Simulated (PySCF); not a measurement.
One molecule, one basis, several functionals.

C3H7FOSi.
Numbering: `[CH3:1][C@@H:2]1[O:3][SiH2:4][C@@H:5]1[F:6]` (hydrogens: H7, H8, H9 on C1; H10 on C2; H11, H12 on Si4; H13 on C5)

PySCF, pcSseg-1 basis, density fitting, gas phase, PBE0-D3(BJ)/def2-SVP geometry. One functional is left out:

```json
{"functional": "B97-D", "exact exchange (%)": "0", "HOMO energy (eV)": "-6.48", "LUMO energy (eV)": "-0.99", "dipole moment (D)": "0.877"}
{"functional": "BLYP", "exact exchange (%)": "0", "HOMO energy (eV)": "-6.33", "LUMO energy (eV)": "-1.02", "dipole moment (D)": "0.872"}
{"functional": "BP86", "exact exchange (%)": "0", "HOMO energy (eV)": "-6.55", "LUMO energy (eV)": "-1.19", "dipole moment (D)": "0.870"}
{"functional": "LDA", "exact exchange (%)": "0", "HOMO energy (eV)": "-6.55", "LUMO energy (eV)": "-1.41", "dipole moment (D)": "0.882"}
{"functional": "OPBE", "exact exchange (%)": "0", "HOMO energy (eV)": "-6.41", "LUMO energy (eV)": "-0.98", "dipole moment (D)": "0.831"}
{"functional": "PBE", "exact exchange (%)": "0", "HOMO energy (eV)": "-6.43", "LUMO energy (eV)": "-1.16", "dipole moment (D)": "0.857"}
{"functional": "B3LYP", "exact exchange (%)": "20", "HOMO energy (eV)": "-7.69", "LUMO energy (eV)": "-0.49", "dipole moment (D)": "0.944"}
{"functional": "B97-2", "exact exchange (%)": "21", "HOMO energy (eV)": "-7.67", "LUMO energy (eV)": "-0.26", "dipole moment (D)": "0.938"}
{"functional": "PBE0", "exact exchange (%)": "25", "HOMO energy (eV)": "-7.92", "LUMO energy (eV)": "-0.28", "dipole moment (D)": "0.941"}
{"functional": "BHandHLYP", "exact exchange (%)": "50", "HOMO energy (eV)": "-9.31", "LUMO energy (eV)": "0.64", "dipole moment (D)": "1.040"}
```

Problem. Predict the row of mPW1PW91 (25 % exact exchange) by straight lines through the other rows, and check it.

Solution. 
```
         property   line  computed  computed − line  PBE0 (25 %), for comparison
 HOMO energy (eV)  -7.91     -7.97            -0.06                        -7.92
 LUMO energy (eV)  -0.24     -0.26            -0.02                        -0.28
dipole moment (D)  0.952     0.947           -0.005                        0.941
```

Problem. Which of these properties follows the share of exact exchange most closely, and which least?

Solution. Most closely the HOMO energy, least the dipole moment; the correlations over the tabulated rows are HOMO energy -0.997, LUMO energy 0.977, dipole moment 0.971. The HOMO energy moves by -0.576 eV for every 10 %. Functionals with the same share still differ in their other parts: at 0 % BLYP and BP86 differ by 0.22 eV in it.
